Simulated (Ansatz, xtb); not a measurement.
Relative energy of two structures of AlClHN2Si

We compare I, a doublet given by its coordinates, with II, `[NH][Al]([Cl])[N]=[Si]`, a doublet. Both are isolated molecules in the gas phase, relaxed with B3LYP-D3(BJ)/def2-SVP; the shapes shown needn't be the lowest conformers.

I (Å):

| atom | x (Å) | y (Å) | z (Å) |
| --- | --- | --- | --- |
| Al | -0.9883 | 0.1552 | -0.8628 |
| Cl | -2.8413 | -0.2941 | -0.0170 |
| N | 0.0099 | -0.3594 | -2.2979 |
| N | 0.3109 | 1.3554 | -0.3097 |
| Si | 1.1195 | 0.7388 | -1.7309 |
| H | 0.5721 | 2.0468 | 0.3842 |

Close contacts (Å): Al1–Cl2 2.09, Al1–N3 1.82, Al1–N4 1.85, Al1–Si5 2.35, N3–Si5 1.66, N4–Si5 1.75, N4–H6 1.01.

II (Å):

```yaml
atoms:
  - { symbol: Al, position_ang: [-0.8408, -0.2282, -1.8780] }
  - { symbol: Cl, position_ang: [-1.5294, 0.8503, -3.5528] }
  - { symbol: N, position_ang: [-1.5884, 0.1730, -0.3019] }
  - { symbol: N, position_ang: [0.2701, -1.5971, -2.0665] }
  - { symbol: Si, position_ang: [1.2505, -2.8237, -2.2502] }
  - { symbol: H, position_ang: [-1.3700, 0.8639, 0.4189] }
```

Energies in hartree; the thermal terms are from B3LYP-D3(BJ)/def2-SVP harmonic frequencies (ideal gas, rigid rotor, one conformer each, 298.15 K, 1 atm) and include the zero-point energy:

```
                               I            II
E, CCSD(T)/def2-SVP  −1100.124595  −1100.128593
    E, MP2/def2-SVP  −1100.076544  −1100.070536
  E, MP2/def2-TZVPP  −1100.735136  −1100.715089
  zero-point energy      0.021669      0.018956
       H(298 K) − E      0.028521      0.027096
       G(298 K) − E     −0.009631     −0.014386
```

Correct the CCSD(T) difference for the basis set by the MP2 change, then work out ΔE, ΔE₀, ΔH and ΔG for I → II in kcal/mol (1 Eh = 627.51 kcal/mol) and the equilibrium ratio [II]/[I].

1. Differences II − I: CCSD(T) −0.003998, MP2 in the small set +0.006008, MP2 in the large set +0.020047 Eh.
2. ΔE = −0.003998 + (+0.020047 − (+0.006008)) = +0.010041 Eh = +6.30 kcal/mol.
3. ΔE₀ = ΔE + ΔZPE = +0.010041 + (−0.002713) Eh = +4.60 kcal/mol.
4. ΔH = ΔE + (−0.001425) Eh = +5.41 kcal/mol.
5. ΔG = ΔE + (−0.004755) Eh = +3.32 kcal/mol, so ΔS = (ΔH − ΔG)/T = +29.3 J/(mol K).
6. kT = 0.9442 mEh, so K = [II]/[I] = exp(−ΔG/kT) = exp(−5.60) ≈ 0.0037.

The sums favour I, but ΔE leans on the basis-set step (CCSD(T) alone has the other sign or is under 1 kcal/mol), so the order isn't settled. An error of 1 kcal/mol in ΔG would change K by a factor of 5.4. The basis-set step is large, which makes the value less sure. HF/STO-3G, B3LYP-D3(BJ)/def2-SVP, HF/def2-SVP, CCSD(T)/def2-SVP gave ΔE the other sign. Mirror images and further conformers aren't counted.

Other levels gave ΔE = +20.0 (GFN2-xTB); −13.7 (HF/STO-3G, GFN2-xTB geometries); +10.1 (r2SCAN-D4/def2-SVP, GFN2-xTB geometries); −0.8 (B3LYP-D3(BJ)/def2-SVP); −20.1 (HF/def2-SVP); +3.8 (MP2/def2-SVP); −2.5 (CCSD(T)/def2-SVP) kcal/mol. Open shells are spin-unrestricted. The correlated steps freeze 17 core orbitals. Programs: Ansatz 0.2.0, xtb 6.7.1.
